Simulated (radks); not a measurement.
All-electron atom: the neodymium ion Nd2+ in [Xe] 4f4.

Method: scalar-relativistic Kohn-Sham, PW91, spin-polarised, spherical densities, point nucleus; open shells are filled with parallel spins first (spin-orbit coupling, left out, can overturn this in heavy ions); computed with a radial shooting solver on a logarithmic mesh with Libxc functionals.

Energy parts (eV):
total: -261900.13
kinetic: 278759.13
electron-nucleus: -635345.37
Hartree: 100758.86
exchange-correlation: -6072.75

Orbitals (lengths in bohr, moments of r in powers of bohr; <r^-3> diverges for s and p1/2; r(max) is where P^2 peaks):
orbital  occ.  eigenvalue (eV)  <r^-3>   <1/r>   r(max)      <r>
1s down     1        -43420.74       -   66.06  0.01510  0.02363
1s up       1        -43420.74       -   66.06  0.01510  0.02363
2s up       1        -7033.460       -   15.26  0.08549   0.1010
2s down     1        -7033.450       -   15.26  0.08549   0.1010
2p up       3        -6288.931    9020   14.39  0.06891  0.08879
2p down     3        -6288.925    9020   14.39  0.06891  0.08879
3s up       1        -1535.980       -   5.561   0.2438   0.2664
3s down     1        -1534.917       -   5.564   0.2437   0.2663
3p up       3        -1301.202    1835   5.255   0.2387   0.2646
3p down     3        -1300.145    1838   5.258   0.2387   0.2644
3d up       5        -975.3740   250.5   4.987   0.1961   0.2418
3d down     5        -974.5554   250.8   4.990   0.1960   0.2416
4s up       1        -316.6279       -   2.326   0.5652   0.6075
4s down     1        -313.7320       -   2.327   0.5650   0.6073
4p up       3        -239.7727   399.1   2.143   0.5900   0.6434
4p down     3        -236.8557   399.3   2.143   0.5897   0.6432
4d up       5        -130.5502   44.83   1.872   0.6188   0.7075
4d down     5        -127.6167   44.84   1.872   0.6183   0.7076
5s up       1         -54.2110       -  0.9028    1.317    1.465
5s down     1         -52.3599       -  0.8915    1.326    1.480
5p up       3         -35.5917   55.10  0.7651    1.491    1.704
5p down     3         -34.1592   52.56  0.7519    1.507    1.730
4f up       4         -15.5572   4.986   1.266   0.6630    1.068
5d up       0         -13.9248   2.964  0.4948    2.080    2.592
6s up       0         -13.7512       -  0.3457    3.364    3.652
6s down     0         -13.2775       -  0.3459    3.404    3.654
5d down     0         -13.2342   2.718  0.4811    2.130    2.650
4f down     0         -13.0303   4.761   1.230   0.6645    1.128

The highest occupied level is 4f up at -15.557 eV. The density falls to 0.001 e/bohr^3 at r = 3.60 bohr. Summed over all electrons, <r^2> = 41.95 bohr^2, which gives a Langevin (diamagnetic) susceptibility term of -33.2 x 10^-6 cm^3/mol.
